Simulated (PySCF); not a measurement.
**ECD: `F[C@@H]1[CH2][GeH2][C@H](F)C1`, C4H8F2Ge**

Cartesian coordinates in Å; atom numbers follow the order of the lines, from 1:
```xyz
15

F     0.9985   -0.5721    1.5395
C     1.1427   -0.5188    0.1597
C     1.1111    0.9548   -0.2078
Ge   -0.7551    1.3780    0.3098
C    -1.3361   -0.4936   -0.1081
F    -1.9085   -1.0442    1.0279
C    -0.0510   -1.2407   -0.4610
H     2.0913   -1.0179   -0.0720
H     1.8739    1.4963    0.3464
H     1.2966    1.0845   -1.2725
H    -0.9325    1.6798    1.7607
H    -1.4213    2.4396   -0.5246
H    -2.0891   -0.6089   -0.8924
H     0.0806   -1.2656   -1.5430
H    -0.1054   -2.2633   -0.0846
```

Method used: PySCF 2.14.0, TDDFT B3LYP/def2-SVPD circular dichroism and optical rotation, one conformer, gas phase. Geometry: GFN2-xTB.

The calculation is non-relativistic, which matters for the atoms heavier than Zn. States above about 7.7 eV (minus the energy of the highest occupied orbital) lie near or above the ionisation threshold and depend on the basis.

Q: Assign R or S to each stereocentre.

A: C2 S, C5 S.

Q: Which excitations and rotatory strengths does the calculation give?

A: Rotatory strengths R in 10⁻⁴⁰ esu² cm², velocity form and length form (origin at the centre of mass); f in length form.
```tsv
state	E (eV)	λ (nm)	f	R (velocity)	R (length)	main
1	6.96	178	0.020	+3.0	+3.0	HOMO→LUMO 0.86, HOMO→LUMO+1 0.12
2	7.05	176	0.050	+1.6	+2.3	HOMO→LUMO+1 0.81, HOMO→LUMO 0.09
3	7.48	166	0.009	-7.1	-6.9	HOMO→LUMO+2 0.62, HOMO→LUMO+3 0.30
4	7.69	161	0.010	-4.4	-4.3	HOMO−1→LUMO 0.46, HOMO→LUMO+3 0.22
5	7.81	159	0.118	-13.0	-12.1	HOMO−1→LUMO 0.50, HOMO→LUMO+3 0.28
6	7.89	157	0.102	-10.0	-9.6	HOMO−1→LUMO+1 0.75, HOMO→LUMO+3 0.10
7	8.11	153	0.005	-2.4	-2.6	HOMO→LUMO+4 0.89
8	8.17	152	0.008	+5.0	+5.6	HOMO−2→LUMO 0.56, HOMO−2→LUMO+1 0.28
```

Among the states computed, the strongest CD band (largest |R|) is state 5. The largest dissymmetry factor in size, g = 4R/(D+G), with D and G the electric and magnetic dipole strengths, is -0.0086 for state 3 (velocity form, f = 0.009), among bands with |R| over 0.5. The mirror image has the same energies and oscillator strengths and all R with the opposite sign.
